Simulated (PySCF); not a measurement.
Geometry (Å), atoms numbered from 1 in this order:
```xyz
20

C     2.4308   -0.5304   -0.6045
C     1.3534    0.4244   -0.1145
C     0.1449   -0.3019    0.4422
C    -0.7742   -1.1041   -0.5021
C    -1.9864   -0.5943    0.2958
C    -1.1019    0.5087    0.9282
C    -1.2202    1.8553    0.2967
O    -1.1764    2.9174    0.8164
F    -1.3779    1.7700   -1.0442
H     2.7872   -1.1843    0.2074
H     2.0525   -1.1792   -1.4103
H     3.3011    0.0146   -0.9994
H     1.0342    1.0777   -0.9440
H     1.7636    1.0910    0.6640
H     0.4610   -0.9419    1.2833
H    -0.6216   -2.1916   -0.5566
H    -0.7552   -0.6932   -1.5223
H    -2.8681   -0.2627   -0.2699
H    -2.3116   -1.3079    1.0660
H    -1.1784    0.6618    2.0126
```

Geometry: PBE0-D3(BJ)/def2-SVP; GIAO absolute shieldings from PySCF, gas phase, non-relativistic, averaged over equivalent atoms.

At wB97X-D/pcSseg-1 (208 basis functions, 46 s wall time on 1 thread of an Arm Neoverse V2, shared host):
```tsv
atoms	σ (ppm)
C7	12.8
C6	140.7
C3	145.3
C2	157.4
C4	157.5
C5	163.6
C1	172.0
O8	-129.4
F9	143.5
H20	28.62
H15	29.14
H17	29.33
H19	29.36
H18	29.42
H16	29.44
H14	30.09
H13	30.13
H10/H11/H12	30.49
```

Task: Predict the values at PBE0/pcSseg-1 on the same geometry.

Result: 
| atoms | σ at PBE0/pcSseg-1 | change |
| --- | --- | --- |
| C7 | 13.4 | +0.6 |
| C6 | 140.2 | -0.5 |
| C3 | 144.0 | -1.3 |
| C2 | 156.6 | -0.8 |
| C4 | 156.8 | -0.7 |
| C5 | 163.2 | -0.4 |
| C1 | 172.1 | +0.1 |
| O8 | -131.4 | -2.0 |
| F9 | 138.1 | -5.4 |
| H20 | 28.44 | -0.18 |
| H15 | 28.94 | -0.20 |
| H17 | 29.19 | -0.14 |
| H19 | 29.20 | -0.16 |
| H18 | 29.27 | -0.15 |
| H16 | 29.29 | -0.15 |
| H14 | 29.92 | -0.17 |
| H13 | 29.97 | -0.16 |
| H10/H11/H12 | 30.38 | -0.11 |

The largest change is at F9 (fluorine bonded to C). Cost: 208 basis functions, 38 s wall time on 1 thread of an Arm Neoverse V2, shared host. The order of the carbon signals is the same at both levels.
